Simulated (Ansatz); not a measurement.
Job for Ansatz (an electronic-structure program): U-B3LYP-D3(BJ)/def2-TZVP on OSi (SMILES O=[Si]), 2S+1 = 3, a spin state set in the input, which need not be the lowest.

Ansatz 0.2 input:
```yaml
crystal:
  periodic: [false, false, false]
  atoms:
    - {symbol: O, position_ang: [0.76743060, 0.00000000, 0.00000000]}
    - {symbol: Si, position_ang: [-0.76743060, 0.00000000, 0.00000000]}
basis:
  gaussian:
    orbitals: def2-TZVP
hamiltonian:
  xc: b3lyp
  dispersion: d3bj
magnetization: {spin_polarized: true, initial_magnetization: 2}
relax: {f_tol: 0.003, max_steps: 120}
```

Output:

```
WARN ansatz: RAYON_NUM_THREADS=1 ignored (pool sized by the plan → 1); use --threads N
Functional definition: B3LYP
integrals: 0.01 GiB planned
412 factors; their error is unknown
mean field: 0.16 GiB planned
mean field evaluation 1: about -9913.2456 eV, gradient 4.8e1 eV
mean field evaluation 2: about -9794.5379 eV, gradient 1.4e2 eV
mean field evaluation 4: about -9921.9734 eV, gradient 7.6e0 eV
mean field evaluation 8: about -9922.2537 eV, gradient 4.8e-2 eV
mean field evaluation 16: about -9922.2825 eV, gradient 9.3e-5 eV
mean field evaluation 32: about -9922.2247 eV, gradient 3.4e0 eV
mean field -9922.28252285 eV, -364.6371571501 hartree, gradient 7.9e-6 eV, S^2 2.007452; 3 other end points of the search recorded, 0 dependent functions left out
the calculation of the forces begins
reference -9922.28269079 eV, -364.6371633216 hartree; 12, 10 occupied and 56, 58 virtual orbitals, 412 factors
relax step   1: F+E_penalty+E_count = -9922.31731781 eV  Δ(F+E_penalty+E_count) = +0.000e0 eV  max|allowed force component| = 1.627e0 eV/Å  Δτ_max = 0.0000 Å  (104 SCF iters, accepted)
these checks for a lower state are left out or cut short: starts, cluster_reference, orbital_swaps, neighbouring_geometries, increment
integrals: 0.01 GiB planned
412 factors; their error is unknown
mean field: 0.16 GiB planned
mean field -9922.30218626 eV, -364.6378797672 hartree, gradient 1.8e-5 eV, S^2 2.007770; 0 other end points of the search recorded, 0 dependent functions left out
the calculation of the forces begins
reference -9922.30235420 eV, -364.6378859386 hartree; 12, 10 occupied and 56, 58 virtual orbitals, 412 factors
relax step   2: F+E_penalty+E_count = -9922.33697520 eV  Δ(F+E_penalty+E_count) = -1.966e-2 eV  max|allowed force component| = 9.357e-1 eV/Å  Δτ_max = 0.0077 Å  (55 SCF iters, accepted)
these checks for a lower state are left out or cut short: starts, cluster_reference, orbital_swaps, neighbouring_geometries, increment
integrals: 0.01 GiB planned
412 factors; their error is unknown
mean field: 0.16 GiB planned
mean field evaluation 64: about -9922.3129 eV, gradient 4.9e-6 eV
mean field -9922.31288133 eV, -364.6382728035 hartree, gradient 4.8e-6 eV, S^2 2.008230; 0 other end points of the search recorded, 0 dependent functions left out
the calculation of the forces begins
reference -9922.31304925 eV, -364.6382789746 hartree; 12, 10 occupied and 56, 58 virtual orbitals, 412 factors
relax step   3: F+E_penalty+E_count = -9922.34766145 eV  Δ(F+E_penalty+E_count) = -1.069e-2 eV  max|allowed force component| = 8.346e-2 eV/Å  Δτ_max = 0.0107 Å  (53 SCF iters, accepted)
these checks for a lower state are left out or cut short: starts, cluster_reference, orbital_swaps, neighbouring_geometries, increment
integrals: 0.01 GiB planned
412 factors; their error is unknown
mean field: 0.16 GiB planned
mean field -9922.31294215 eV, -364.6382750389 hartree, gradient 2.0e-6 eV, S^2 2.008310; 0 other end points of the search recorded, 0 dependent functions left out
the calculation of the forces begins
reference -9922.31311007 eV, -364.6382812098 hartree; 12, 10 occupied and 56, 58 virtual orbitals, 412 factors
relax step   4: F+E_penalty+E_count = -9922.34772072 eV  Δ(F+E_penalty+E_count) = -5.927e-5 eV  max|allowed force component| = 5.049e-2 eV/Å  Δτ_max = 0.0018 Å  (51 SCF iters, accepted)
these checks for a lower state are left out or cut short: starts, cluster_reference, orbital_swaps, neighbouring_geometries, increment
integrals: 0.01 GiB planned
412 factors; their error is unknown
mean field: 0.16 GiB planned
mean field -9922.31297665 eV, -364.6382763068 hartree, gradient 5.7e-6 eV, S^2 2.008280; 0 other end points of the search recorded, 0 dependent functions left out
the calculation of the forces begins
reference -9922.31314458 eV, -364.6382824778 hartree; 12, 10 occupied and 56, 58 virtual orbitals, 412 factors
relax step   5: F+E_penalty+E_count = -9922.34775582 eV  Δ(F+E_penalty+E_count) = -3.509e-5 eV  max|allowed force component| = 6.884e-5 eV/Å  Δτ_max = 0.0007 Å  (45 SCF iters, accepted)
integrals: 0.01 GiB planned
412 factors; their error is unknown
mean field: 0.16 GiB planned
mean field evaluation 96: about -9921.9766 eV, gradient 7.9e0 eV
mean field evaluation 128: about -9922.2580 eV, gradient 3.2e0 eV
mean field -9922.31297665 eV, -364.6382763068 hartree, gradient 5.7e-6 eV, S^2 2.008280; 4 other end points of the search recorded, 0 dependent functions left out
the calculation of the forces begins
reference -9922.31314458 eV, -364.6382824778 hartree; 12, 10 occupied and 56, 58 virtual orbitals, 412 factors
Total energy: -9922.34792374 eV, -364.6395605884 hartree
Atom 0 at     0.786964    -0.000000    -0.000000 Å, force    -0.000069    -0.000000    -0.000000 eV/Å
Atom 1 at    -0.786964     0.000000     0.000000 Å, force     0.000069     0.000000     0.000000 eV/Å
Dipole moment:    -0.543075     0.000000     0.000000 e Å
```

Self-consistency was reached.

Cost: roughly 13 core-seconds.
